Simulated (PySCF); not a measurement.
**Bonding in `COC(=O)C#CC[SiH2]CCl`**

C6H9ClO2Si.
SMILES with atom numbers: `[CH3:1][O:2][C:3](=[O:4])[C:5]#[C:6][CH2:7][SiH2:8][CH2:9][Cl:10]` (hydrogens: H11, H12, H13 on C1; H14, H15 on C7; H16, H17 on Si8; H18, H19 on C9)

Cartesian coordinates in Å at the GFN2-xTB level; atoms count from 1:
```
atom  x, y, z in Å
C1     4.1914    1.1225   -0.0433
O2     3.0237    0.4620   -0.5019
C3     1.9120    0.6697    0.2204
O4     1.8570    1.3680    1.2023
C5     0.7910   -0.0399   -0.3257
C6    -0.2030   -0.5919   -0.7229
C7    -1.4067   -1.2358   -1.1622
Si8   -2.6354   -1.4188    0.2998
C9    -2.8770    0.3338    1.0185
Cl10  -3.6841    1.3430   -0.2170
H11    4.5584    0.6506    0.8713
H12    3.9772    2.1730    0.1659
H13    4.9275    1.0309   -0.8381
H14   -1.8579   -0.6239   -1.9461
H15   -1.1646   -2.2054   -1.5986
H16   -3.9081   -1.9251   -0.2153
H17   -2.0690   -2.2825    1.3387
H18   -1.9328    0.8218    1.2516
H19   -3.5095    0.3573    1.9018
```

Bond orders from the PBE0/pcSseg-1 density (PySCF). One conformer (not necessarily the lowest) at the GFN2-xTB geometry, without solvent, vibrations or thermal averaging.

Question: Where do the orders between heavy atoms depart from those drawn in the SMILES?

Answer: The largest departure is 0.786, at C5–C6 (drawn triple, 2.214). Drawn single, order above 1.12: C6–C7 (1.136). Drawn single, order below 0.88: C1–O2 (0.863), C7–Si8 (0.860) and Si8–C9 (0.867). Drawn double or triple, more than 0.30 short of the drawn order: C5–C6 (2.214).

Question: Set the Mayer orders of the bonds beside their lengths.

Answer: 
| bond | drawn as | length (Å) | Mayer order |
| --- | --- | --- | --- |
| C1–O2 | single | 1.418 | 0.863 |
| O2–C3 | single | 1.342 | 1.114 |
| C3–O4 | double | 1.206 | 1.883 |
| C3–C5 | single | 1.435 | 1.095 |
| C5–C6 | triple | 1.204 | 2.214 |
| C6–C7 | single | 1.434 | 1.136 |
| C7–Si8 | single | 1.918 | 0.860 |
| Si8–C9 | single | 1.910 | 0.867 |
| C9–Cl10 | single | 1.788 | 0.953 |
| C1–H11 | single | 1.093 | 0.964 |
| C1–H12 | single | 1.092 | 0.957 |
| C1–H13 | single | 1.087 | 0.967 |
| C7–H14 | single | 1.092 | 0.905 |
| C7–H15 | single | 1.091 | 0.918 |
| Si8–H16 | single | 1.463 | 0.955 |
| Si8–H17 | single | 1.465 | 0.945 |
| C9–H18 | single | 1.088 | 0.923 |
| C9–H19 | single | 1.087 | 0.942 |

Bonds between the same two heavy elements. C–O: lowest C1–O2 (0.863, 1.418 Å), highest C3–O4 (1.883, 1.206 Å). C–C: lowest C3–C5 (1.095, 1.435 Å), highest C5–C6 (2.214, 1.204 Å). C–Si: all 2 within 0.02 of one another (0.860 to 0.867).

Question: Sum the orders of all bonds at each heavy atom with more than one neighbour and set the sums beside the valence in the SMILES.

Answer: C1 3.751 (drawn 4), O2 1.977 (drawn 2), C3 4.092 (drawn 4), C5 3.309 (drawn 4), C6 3.350 (drawn 4), C7 3.819 (drawn 4), Si8 3.627 (drawn 4), C9 3.685 (drawn 4). Orders between atoms that aren't bonded are not in these sums.

Mayer orders depend on the basis set.
